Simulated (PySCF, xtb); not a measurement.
CH4F2OSSi, SMILES CO[Si](F)(F)S. The values are those of a single conformer.

Harmonic wavenumbers (cm⁻¹) from GFN2-xTB (xtb) at its own minimum, in rising order: 56, 75, 86, 120, 161, 190, 238, 265, 323, 512, 726, 784, 883, 921, 1127, 1135, 1196, 1413, 1467, 1472, 2442, 2972, 2986, 3009.

Q: What does PBE0-D3(BJ)/def2-SVP in PySCF give at its own minimum? (An estimate is asked for; the answer gives what the named calculation found.)

A: 67, 99, 134, 163, 200, 257, 304, 329, 371, 537, 733, 805, 936, 992, 1176, 1183, 1237, 1475, 1476, 1480, 2713, 3037, 3127, 3163. Paired by order, the mean absolute difference is 60 cm⁻¹ and the zero-point energies are 35.1 and 37.2 kcal/mol.
